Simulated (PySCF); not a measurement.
Correlation energy of Al⁺ (aluminium, charge +1)

[Ne] 3p2, high-spin 3P determinant (an excited configuration). Computed with PySCF 2.14 in x2c-TZVPPall, with the spin-free X2C one-electron Hamiltonian (Gaussian nucleus). Frozen: 1s2; 10 electrons correlated.

| level | correlation energy (mhartree) |
| --- | --- |
| CCSD | -156.64 |
| (T) | -1.24 |
| CCSD(T) | -157.88 |

Diagnostics: T1 = 0.0043, D1 = 0.0106, largest double amplitude 0.087.

**Question.** Is a single reference adequate?

**Answer.** Mostly. T1 lies below 0.03, but a double amplitude of this size points to a near-degeneracy that CCSD handles and MP2 describes poorly.

This basis was not built for core-valence correlation, so the inner-shell part is incomplete.
